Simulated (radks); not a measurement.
Calculated with a radial shooting solver on a logarithmic mesh with Libxc functionals: non-relativistic Kohn-Sham, PBE, spin-polarised, spherical densities, point nucleus; open shells are filled with parallel spins first. Response by self-consistent Sternheimer equations with the Hartree and adiabatic LDA kernel. For heavy and open-shell atoms this level of theory can miss by tens of per cent. Estimate the static dipole polarisabilities of Fe3+ ([Ar] 3d5) and Be3+ (1s1) and the C6 coefficients of the three pairs.

Answer. alpha = 1.926 and 0.01848 bohr^3; C6 = 4.716 (Fe3+-Fe3+), 0.07757 (Fe3+-Be3+), 0.001694 (Be3+-Be3+) hartree bohr^6.
